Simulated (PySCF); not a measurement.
Structure problem from calculated spectra and properties.

Formula: C4H11AlO2S.

| Property | Result |
| --- | --- |
| Rotational structure | rotational constants A, B, C: 1.906, 0.911, 0.776 GHz [PBE0-D3(BJ)/def2-SVP] |
| Polarisability | 109.0 au [CAM-B3LYP/def2-SVPD] |
| NMR, other nuclei | isotropic shieldings of nuclei other than C and H, by class: -105 (1 O), 178 (1 O), 461 (1 Al), 576 (1 S) ppm [GIAO HF/pcSseg-1] |
| 13C NMR | chemical shifts (computed TMS as zero) by class: 176.4 (1 C), 57.7 (1 C), 21.1 (1 C), 18.4 (1 C) ppm [GIAO HF/pcSseg-1] |
| Dipole | 4.74 D [CAM-B3LYP/def2-SVPD] |
| UV, strongest line | among the 10 lowest singlet transitions: S9 at 7.55 eV (164 nm, f = 0.183) [TDDFT CAM-B3LYP/def2-SVPD] |
| 1H NMR | chemical shifts (computed TMS as zero) by class: 5.76 (1 H), 3.92 (1 H), 3.63 (3 H), 2.45 (3 H), 2.25 (3 H) ppm [GIAO HF/pcSseg-1] |

Gas-phase values; electronic properties from PySCF, density fitting. Levels stand in brackets. One conformer (not necessarily the lowest) at the PBE0-D3(BJ)/def2-SVP geometry, without solvent, vibrations or thermal averaging. NMR classes are plain means over equivalent atoms (diastereotopic ones count apart unless rotation or inversion swaps them), as if these changed places fast.

Problem. Give a SMILES that accounts for the data.

Solution. Numbering: `[CH3:1][C:2](=[O:3])[O:4][CH2:5][S@@+:6]([CH3:7])[AlH3-:8]`. 4 carbons fall into 4 classes; from least to most shielded: ester carbonyl carbon [C2] (176.4 ppm), sp3 carbon bound to oxygen [C5] (57.7 ppm), methyl carbon next to a carbonyl [C1] (21.1 ppm), S-methyl carbon [C7] (18.4 ppm). Hydrogen classes from least to most shielded: 1 H on an sp3 carbon bound to oxygen, C5 (5.76 ppm), 1 H on an sp3 carbon bound to oxygen, C5 (3.92 ppm), 3 H on an aluminium bonded to S and 3 H, Al8 (3.63 ppm), 3 H on an S-methyl carbon, C7 (2.45 ppm, a mean of values up to 0.7 ppm apart in this geometry), 3 H on a methyl carbon next to a carbonyl, C1 (2.25 ppm, a mean of values up to 0.7 ppm apart in this geometry). The other shieldings belong to: -105 ppm, ester carbonyl oxygen [O3]; 178 ppm, ester single-bonded oxygen [O4]; 461 ppm, aluminium bonded to S and 3 H [Al8]; 576 ppm, sulfur bonded to Al and 2 C [S6]. The optimised geometry has point group C1 and is an asymmetric top. Structure: `O=C(OC[S@@+](C)[AlH3-])C`. The assignments are read from this structure; whether some other isomer fits the data as well wasn't checked. The mirror image fits equally.

The values belong to the conformer `[CH3:1][C:2](=[O:3])[O:4][CH2:5][S@@+:6]([CH3:7])[AlH3-:8]`: C1–C2–O4–C5 170°, C2–O4–C5–S6 -126°, O4–C5–S6–C7 -63°.
